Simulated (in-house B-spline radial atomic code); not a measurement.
A fraction x of an electron is removed from 5p in Ba5+, starting from [Kr] 4d10 5s2 5p3 and keeping the highest spin. Level of theory: scalar-relativistic (X2C) OLYP, spin-polarised, spherical fractional occupations, Fermi nucleus of rms radius 4.8378 fm; calculated with a B-spline radial code for spherical atoms.

| x | E(x) - E(0) (eV) | 5p up level (eV) |
| --- | --- | --- |
| 0 | 0.0000 | -67.811 |
| 0.1 | 6.8431 | -69.052 |
| 0.16 | 11.0086 | -69.797 |
| 0.28 | 19.4738 | -71.291 |
| 0.48 | 33.9818 | -73.789 |
| 0.5 | 35.4601 | -74.040 |
| 0.59 | 42.1743 | -75.167 |
| 0.66 | 47.4667 | -76.045 |
| 0.77 | 55.9076 | -77.425 |
| 0.99 | 73.2454 | -80.192 |
| 1 | 74.0479 | -80.318 |

The exact functional would give a straight line between the two integer points. Deviations E(x) - E(0) - x[E(1) - E(0)], in eV: -0.562 at x = 0.1, -0.839 at x = 0.16, -1.26 at x = 0.28, -1.561 at x = 0.48, -1.564 at x = 0.5, -1.514 at x = 0.59, -1.405 at x = 0.66, -1.109 at x = 0.77, -0.062 at x = 0.99.

The curve lies below the straight line by up to 1.564 eV (at x = 0.5): convex, the delocalisation error that favours fractional charges.

(1) How well does Slater's transition state (minus the level at half occupation) give the ionisation energy?

Answers

(1) It gives 74.040 eV against 74.048 eV from the two total energies; NIST lists 71.00 eV, ground level to ground level.
